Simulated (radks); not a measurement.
Q: Gd II, 63 electrons, occupied as [Xe] 4f7 5d1 6d1 (not the ground configuration). Calculated with a radial shooting solver on a logarithmic mesh with Libxc functionals: Dirac Kohn-Sham, BLYP, spin-unpolarised, spherical densities, point nucleus; open shells fill j = l - 1/2 first. Some entries of the table are withheld. Estimate them.

orbital,occ.,eigenvalue (hartree),<1/r> (bohr^-1)
1s1/2,2,-1839.927,71.68
2s1/2,2,-303.9120,17.10
2p1/2,2,(1),17.08
2p3/2,4,(2),15.09
3s1/2,2,(3),6.231
3p1/2,2,-60.97921,6.146
3p3/2,4,-55.73240,5.643
3d3/2,4,-44.27471,(4)
3d5/2,6,-43.13155,(5)
4s1/2,2,-13.87825,2.605
4p1/2,2,-11.29586,2.499
4p3/2,4,-10.12715,2.328
4d3/2,4,-5.87414,2.110
4d5/2,6,-5.66296,2.067
5s1/2,2,-2.16330,1.002
5p1/2,2,-1.45217,0.8844
5p3/2,4,-1.29127,0.8236
4f5/2,6,(6),1.531
4f7/2,1,(7),1.512
5d3/2,1,(8),0.5365
5d5/2,0,(9),0.5238
6d3/2,1,-0.12709,0.1754
6d5/2,0,-0.12558,0.1740

A: 
(1) 2p1/2 eigenvalue (hartree): -288.5917
(2) 2p3/2 eigenvalue (hartree): -263.0087
(3) 3s1/2 eigenvalue (hartree): -67.61571
(4) 3d3/2 <1/r> (bohr^-1): 5.521
(5) 3d5/2 <1/r> (bohr^-1): 5.396
(6) 4f5/2 eigenvalue (hartree): -0.66744
(7) 4f7/2 eigenvalue (hartree): -0.63974
(8) 5d3/2 eigenvalue (hartree): -0.41064
(9) 5d5/2 eigenvalue (hartree): -0.39818
